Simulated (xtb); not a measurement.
F3La, charge +1, quartet, geometry from GFN2-xTB of the parent state (such geometries of metal compounds can be far from the true shape) (a state made from the parent by changing its charge; the spin is typed, not shown lowest); GFN0-xTB in xtb.

Input for xtb:
```
$ xtb mol.xyz --gfn 0 --chrg 1 --uhf 3 --json

# file mol.xyz
4

La     0.03101627    -0.05651823    -0.13480663
F     -1.70864996    -0.89419144     0.33144867
F     -0.05107305     1.90142145    -0.45924858
F      1.56328666    -0.64928125     0.98157523
```

It wrote (shortened):

```
   ID    Z sym.   atoms
    1   57 La     1
    2    9 F      2-4

           -------------------------------------------------
          |                Calculation Setup                |
           -------------------------------------------------

           -------------------------------------------------
          |                 G F N 0 - x T B                 |
           -------------------------------------------------

          ...................................................
          :                      SETUP                      :
          :.................................................:
          :  # basis functions                  22          :
          :  # atomic orbitals                  21          :
          :  # shells                            9          :
          :  # electrons                        23          :
          :  electronic temp.          300.0000000     K    :
          :  accuracy                    1.0000000          :
          :  -> integral cutoff          0.2500000E+02      :
          :  -> integral neglect         0.1000000E-07      :
          ...................................................

         :::::::::::::::::::::::::::::::::::::::::::::::::::::
         ::                     SUMMARY                     ::
         :::::::::::::::::::::::::::::::::::::::::::::::::::::
         :: total energy             -10.998122996928 Eh    ::
         :: gradient norm              0.082549138558 Eh/a0 ::
         :: HOMO-LUMO gap              1.565721879686 eV    ::
         ::.................................................::
         :: H0 energy                -12.203324286182 Eh    ::
         :: repulsion energy           0.040438115798 Eh    ::
         :: electrostat energy         1.165327646359 Eh    ::
         :: -> Gsolv                   0.000000000000 Eh    ::
         ::    -> Gsasa                0.000000000000 Eh    ::
         ::    -> Gshift               0.000000000000 Eh    ::
         :: dispersion energy         -0.000564472902 Eh    ::
         :: short-range corr.          0.000000000000 Eh    ::
         :: add. restraining           0.000000000000 Eh    ::
         :: total charge               1.000000000000 e     ::
         :::::::::::::::::::::::::::::::::::::::::::::::::::::

           -------------------------------------------------
          |                Property Printout                |
[...]
        11        1.7474           -0.4415442             -12.0150
        12        1.7391           -0.4415030             -12.0139
        13        1.0000           -0.2740086              -7.4562 (HOMO)
        14                         -0.2164694              -5.8904 (LUMO)
        15                         -0.2164694              -5.8904
        16                         -0.1190038              -3.2383
        17                         -0.1190038              -3.2383
        18                         -0.0298906              -0.8134
        19                          0.1860583               5.0629
        20                          0.4685173              12.7490
        21                          0.4685173              12.7490
      -------------------------------------------------------------
                  HL-Gap            0.0575392 Eh            1.5657 eV
             Fermi-level            0.0000000 Eh            0.0000 eV

     #   Z          covCN         q      C6AA      α(0)
     1  57 La       1.849     1.725  1152.727   132.860
     2   9 F        0.616    -0.242    11.756     3.953
     3   9 F        0.616    -0.242    11.756     3.953
     4   9 F        0.616    -0.242    11.756     3.953

 Mol. C6AA /au·bohr⁶  :       1739.480802
 Mol. C8AA /au·bohr⁸  :     336466.547362
 Mol. α(0) /au        :        144.720869

Wiberg/Mayer (AO) data.
largest (>0.10) Wiberg bond orders for each atom

 ---------------------------------------------------------------------------
     #   Z sym  total        # sym  WBO       # sym  WBO       # sym  WBO
 ---------------------------------------------------------------------------
     1  57 La   1.352 --     2 F    0.451     4 F    0.451     3 F    0.451
     2   9 F    0.466 --     1 La   0.451
     3   9 F    0.466 --     1 La   0.451
     4   9 F    0.466 --     1 La   0.451
 ---------------------------------------------------------------------------

Topologies differ in total number of bonds
Writing topology from bond orders to xtbtopo.mol

 dipole moment from electron density (au)
     X       Y       Z
   0.1331  -0.2426  -0.5787  total (Debye):    1.630

           -------------------------------------------------
          | TOTAL ENERGY              -10.998122996928 Eh   |
          | GRADIENT NORM               0.082549138558 Eh/α |
          | HOMO-LUMO GAP               1.565721879686 eV   |
           -------------------------------------------------

normal termination of xtb
```
